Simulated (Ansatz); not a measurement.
C₂H₇FN₂Si (`C=C[Si](N)(N)F`), relaxed with RKS PBE0-D4/def2-TZVP in the Gaussian-basis code of Ansatz from a PBE-D4/def2-SVP geometry. The force threshold is 0.005 eV/Å; the program also tests the step.

Total charge 0; spin multiplicity 1.

Start:

```xyz
13

C    -1.118   -0.143    1.803
C     0.049   -0.543    1.256
Si    0.502   -0.267   -0.538
N     1.504    1.084   -0.957
N    -0.967   -0.089   -1.420
F     1.441   -1.560   -0.951
H    -1.890    0.363    1.196
H    -1.356   -0.295    2.870
H     0.789   -1.040    1.912
H     2.515    0.978   -0.846
H     1.209    2.023   -0.679
H    -0.927    0.211   -2.396
H    -1.750   -0.723   -1.251
```

Task: How much energy does the relaxation release, and in how many steps? (Best estimate.)

Result: The calculation gave: 10.06 kJ/mol, in 11 steps, 1 of them rejected.

Task: Which bonds change most? (An estimate is asked.)

Result: The calculation gave: Si3–F6 from 1.651 to 1.607 Å; Si3–N4 from 1.734 to 1.704 Å; Si3–N5 from 1.722 to 1.697 Å; C1–C2 from 1.349 to 1.331 Å.

Task: Give the relaxed structure. (Estimate.)

Result: Ansatz gave: 
```xyz
13

C    -1.111   -0.153    1.789
C     0.041   -0.541    1.248
Si    0.502   -0.266   -0.526
N     1.494    1.063   -0.916
N    -0.935   -0.101   -1.414
F     1.422   -1.525   -0.913
H    -1.875    0.349    1.201
H    -1.345   -0.314    2.839
H     0.766   -1.032    1.896
H     2.495    0.975   -0.870
H     1.191    2.006   -0.737
H    -0.907    0.220   -2.368
H    -1.738   -0.678   -1.230
```
